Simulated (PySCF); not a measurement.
An unknown gives this computed stick spectrum. Theory: PySCF 2.14.0, density-fitted response routines, TDDFT CAM-B3LYP/def2-SVPD, vertical, gas phase, core orbitals frozen in the response. Geometries: GFN2-xTB, one conformer each.

```
state  λ (nm)       f
   S1   208.9  0.0026
   S2   201.2  0.0008
   S3   188.6  0.0016
   S4   183.6   0.023
   S5   181.8   0.054
   S6   180.7   0.023
   S7   180.3   0.010
   S8   175.0   0.070
```

Triplets computed (Tamm–Dancoff): 4.62, 4.85, 5.52 eV.

Question: Which structure fits? All have the formula C8H10.
A. `CCC=C1C=CC=C1`
B. `CC1=CC=CC=CC1`
C. `CC#CCC=C=CC`
D. `C=CC1=C(C=C)CC1`

Answer: C. Its S1, at 5.94 eV, is the highest among the candidates; the nearest of the others has S1 at 4.81 eV. S1 is HOMO→LUMO+1 (21%), HOMO-2→LUMO (10%), HOMO-2→LUMO+3 (9%). Löwdin shares by element: HOMO carbon 70% or more (atoms not listed hold the other 30%); LUMO carbon 43% or more (atoms not listed hold the other 57%). At the same level the other candidates give, for their lowest levels:
- `CCC=C1C=CC=C1`: 341 nm (f 0.012); 237 nm (f 0.556); 196 nm (f 0.000); 195 nm (f 0.001); 180 nm (f 0.028); T1 2.43 eV; HOMO -7.49, LUMO -0.63 eV
- `C=CC1=C(C=C)CC1`: 266 nm (f 0.899); 205 nm (f 0.023); 200 nm (f 0.015); 198 nm (f 0.002); 192 nm (f 0.000); T1 2.46 eV; HOMO -7.17, LUMO -0.36 eV
- `CC1=CC=CC=CC1`: 258 nm (f 0.113); 233 nm (f 0.015); 198 nm (f 0.001); 191 nm (f 0.353); 183 nm (f 0.028); T1 3.22 eV; HOMO -7.48, LUMO 0.33 eV

The values belong to the conformer `[CH3:1][C:2]#[C:3][CH2:4][CH:5]=[C:6]=[CH:7][CH3:8]`: C3–C4–C5–C6 -120°.
